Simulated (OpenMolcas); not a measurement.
# Sc I: effect of the active space

```json
{
 "Program": "OpenMolcas 26.06",
 "Method": "MS-CASPT2, IPEA 0.25 Eh, imaginary shift 0.1 Eh",
 "Basis": "ANO-RCC-VTZP",
 "Scalar Hamiltonian": "DKH2, point nucleus",
 "Spin-orbit coupling": "state interaction with AMFI integrals over the reference wave functions, term energies averaged over their components"
}
```

A. 3 electrons in 6 orbitals (3d 4s); 2S+1 = 4 even, 17 roots (10 in the spin-orbit step); 2S+1 = 2 even, 30 roots; closed shells correlated: 3s 3p; CASPT2 step about 13 core-seconds
B. 3 electrons in 11 orbitals (3d 4s 4d); 2S+1 = 2 even, 29 roots; 2S+1 = 4 even, 10 roots kept (CI in the orbitals of an earlier block); closed shells correlated: 3s 3p; CASPT2 step of the order of 9 core-minutes

Energies in eV above 3d 4s2 2D 3/2, the measured ground level; measured values from NIST Handbook of Basic Atomic Spectroscopic Data.

| Level | A | B | Measured |
| --- | --- | --- | --- |
| 3d 4s2 2D 3/2 | 0.0000 | 0.0000 | 0.0000 |
| 3d 4s2 2D 5/2 | 0.0173 | 0.0231 | 0.0209 |
| 3d2 4s 4F 3/2 | 1.087 | 1.149 | 1.4283 |
| 3d2 4s 4F 5/2 | 1.092 | 1.155 | 1.4330 |
| 3d2 4s 4F 7/2 | 1.099 | 1.163 | 1.4395 |
| 3d2 4s 4F 9/2 | 1.108 | 1.173 | 1.4478 |
| 3d2 4s 2F 5/2 | 1.609 | 1.628 | 1.8506 |
| 3d2 4s 2F 7/2 | 1.625 | 1.643 | 1.8650 |
| 3d2 4s 2D 5/2 | 1.844 | 1.901 |  |
| 3d2 4s 2D 3/2 | 1.845 | 1.902 |  |
| 3d2 4s 4P 1/2 | 1.903 | 1.977 |  |
| 3d2 4s 4P 3/2 | 1.906 | 1.981 |  |
| 3d2 4s 4P 5/2 | 1.912 | 1.987 |  |
| 3d2 4s 2P 1/2 | 2.317 | 2.391 |  |
| 3d2 4s 2P 3/2 | 2.325 | 2.398 |  |
| 3d2 4s 2G 7/2 | 2.361 | 2.365 |  |
| 3d2 4s 2G 9/2 | 2.361 | 2.364 |  |

Deviations, from unrounded energies. A percentage is the sum of absolute deviations over the sum of measured energies, with the sign that they share, or ± where signs differ.

```
                  Against measurement  Levels      A      B
       mean absolute deviation (cm-1)       7   2100   1800
fine structure of the ground term (%)       1  -17.1  +10.5
             other configurations (%)       6  -19.5  -16.4
```

B lies closest to measurement on these levels. The largest miss of B in the table is 3d2 4s 4F 3/2, by -2300 cm-1. The ranking rests on the paired levels alone, and a cruder setting can come out closer through cancelling errors.

The two smallest mean deviations differ by little beside CASPT2's spread within terms, so their order carries little weight.

Between A and B the level of the table that moves most is 3d2 4s 4P 5/2, by 600 cm-1 (lowest in A, highest in B). Moves below CASPT2's spread within the term are not significant.

Term energies are means over components that CASPT2 splits; among the terms shown or strongly mixed into the levels shown the widest spread is 1600 cm-1 (3d2 4s 2F, A). Over all roots computed the reference weight is 0.85 to 0.92 in A; the roots of lowest weight are the least certain, and an intruder state may touch them. The CASPT2 spread within a term exceeds the gap to the next term for 3d2 4s 2P and 3d2 4s 2G, so the order of their levels is uncertain (figures for A; the like holds for B). Some high roots are left out of the spin-orbit mixing, which shifts the levels that they would mix with (holds for A). A single d shell beside an s shell can misplace configurations of different d count against each other (holds for A). Terms from blocks run as CI alone lack orbitals of their own (holds for B). Active for correlation alone: 4d; no level in the range computed is led by a configuration that fills it, so any true level of that kind is missing (holds for B). Computed and measured levels are paired by configuration, term and J; levels that our copy of the source lacks, or whose pairing is in doubt (as where it misses far off the trend of its configuration), stay unpaired and out of the deviations. Levels of configurations outside the active space are missing. Levels that lie high or do not pair safely by name in every column are left out.
